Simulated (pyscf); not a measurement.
## H₃C–N(CH₃)–SiH₂–NH₂, singlet

Gas-phase minimum from PySCF at ωB97X-D3(BJ)/def2-SVP, one conformer. 

```xyz
15

C      0.6498    -0.7749    -0.1919
N      0.2542     0.5444     0.2554
C      0.3305     0.7381     1.6862
Si    -0.6158     1.6122    -0.7952
N      0.1648     1.6490    -2.3350
H      0.6182    -0.8214    -1.2909
H     -0.0058    -1.5739     0.2110
H      1.6848    -1.0065     0.1246
H      1.3575     0.5552     2.0570
H     -0.3455     0.0590     2.2450
H      0.0591     1.7722     1.9497
H     -0.6734     2.9026    -0.0393
H     -2.0226     1.2143    -1.1314
H      1.1207     1.9648    -2.4533
H     -0.3695     1.7100    -3.1933
```
Charge 0, spin multiplicity 1.

Bond lengths (Å): C1–N2 1.448, C1–H6 1.100, C1–H7 1.109, C1–H8 1.107, N2–C3 1.446, N2–Si4 1.732, C3–H9 1.107, C3–H10 1.109, C3–H11 1.101, Si4–N5 1.727, Si4–H12 1.497, Si4–H13 1.500, N5–H14 1.014, N5–H15 1.013. Angles (°): N2–C1–H6 109.8, N2–C1–H7 112.5, N2–C1–H8 111.0, H6–C1–H7 108.4, H6–C1–H8 107.7, H7–C1–H8 107.3, C1–N2–C3 114.4, C1–N2–Si4 120.8, C3–N2–Si4 123.0, N2–C3–H9 111.0, N2–C3–H10 112.6, N2–C3–H11 110.5, H9–C3–H10 107.2, H9–C3–H11 107.7 (the first ones only).

Properties at ωB97X-D3(BJ)/def2-SVP:

| Item | Result |
|---|---|
| Harmonic wavenumbers, unscaled | 82, 139, 206, 226, 248, 258, 312, 363, 408, 610, 683, 741, 846, 880, 971, 995, 1044, 1100, 1127, 1180, 1285, 1343, 1440, 1465, 1471, 1479, 1494, 1517, 1546, 2199, 2225, 2999, 3005, 3063, 3071, 3149, 3159, 3632, 3734 cm⁻¹ |
| Zero-point energy | 79.6 kcal/mol |
| Rotational symmetry number | 1 |
| Entropy of this conformer at 298 K and 1 atm, rigid rotor and harmonic oscillator, modes under 100 cm⁻¹ raised to 100 | 355.8 J/(mol K) |
| Dipole moment | 1.02 D |

Single-point totals, which compare only within one level:

| level | total energy (hartree) |
|---|---|
| ωB97X-D3(BJ)/def2-TZVP | -481.47007 |
| PBE/def2-TZVP | -480.94384 |
| r²SCAN/def2-TZVP | -481.20887 |
| B3LYP-D3(BJ)/def2-TZVP | -481.40272 |
| PBE0-D3(BJ)/def2-TZVP | -481.00858 |
| M06-2X/def2-TZVP | -481.24070 |
| ωB97M-D3(BJ)/def2-TZVP | -481.44350 |

Soft torsions are taken as harmonic, which can shift the entropy by several J/(mol K).
